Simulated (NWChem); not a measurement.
# MgSiH₃I; SMILES [Mg]([SiH3])[I]

```xyz
6

Mg     0.0461    -1.0178     0.0003
I      0.3663     1.5343     0.0015
Si    -0.2748    -3.5657    -0.0010
H     -0.4858    -4.1071    -1.3847
H     -1.4629    -3.9860     0.8134
H      0.9145    -4.2834     0.5672
```
Atoms are numbered in this order, from 1.

Coordinates come from a PBE0/def2-SVP optimisation. def2 effective core potentials on I; no spin-orbit coupling.

Question: List the 6 lowest vertical singlet excitations from LRC-wPBEh/def2-SVP with def2 effective core potentials on I, TDA (NWChem).

Answer: 
```
state  energy (eV)  oscillator strength  leading excitation (squared amplitude)
-----  -----------  -------------------  --------------------------------------
S1            5.31                0.000                    HOMO−2 → LUMO (0.62)
S2            5.31                0.000                    HOMO−1 → LUMO (0.62)
S3            5.50                0.135                    HOMO → LUMO+1 (0.63)
S4            5.50                0.135                    HOMO → LUMO+2 (0.63)
S5            5.67                0.000                  HOMO−1 → LUMO+1 (0.47)
S6            5.67                0.000                  HOMO−2 → LUMO+1 (0.44)
```
